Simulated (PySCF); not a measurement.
## Correlation energy of In (indium, neutral)

[Kr] 4d10 5s2 5d1, 2D determinant (an excited configuration). Computed with PySCF 2.14 in aug-cc-pVTZ-PP with ECP28MDF (6s5p4d2f, 55 functions), with scalar relativity through the core potential. Frozen: 4s2 4p6 4d10; 3 electrons correlated.

```csv
level,correlation energy (mhartree)
CCSD,-42.97
(T),-1.71
CCSD(T),-44.68
CCSDT,-45.70
```

Diagnostics: T1 = 0.040, D1 = 0.0985, largest double amplitude 0.189.

Q: Is a single reference adequate?

A: Not fully. The outer electron is Rydberg-like, and this basis confines it to a smaller radius and binds it less than a complete one would. T1 exceeds 0.03, a sign that the reference determinant is poor. A double-excitation amplitude exceeds 0.15, a sign of near-degeneracy.
